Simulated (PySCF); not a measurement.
## Electron correlation in Tl (thallium, neutral)

[Xe] 4f14 5d10 6s1 6p2, high-spin 4P determinant (an excited configuration). All numbers are calculated (PySCF 2.14, the spin-free X2C one-electron Hamiltonian (Gaussian nucleus), in aug-cc-pVTZ-DK3 (9s8p6d3f, 84 functions)). Frozen: [Xe] 4f14 5d10; 3 electrons correlated.

```tsv
level	correlation energy (mhartree)
CCSD	-9.69
(T)	-0.07
CCSD(T)	-9.76
```

Diagnostics: T1 = 0.0042, D1 = 0.0059, largest double amplitude 0.040.

Task: Is a single reference adequate?

Result: Yes, within this model without spin-orbit coupling: T1 lies below 0.03 and no double amplitude reaches 0.07.

Spin-orbit coupling is strong in this species, so the high-spin LS determinant is a model state.
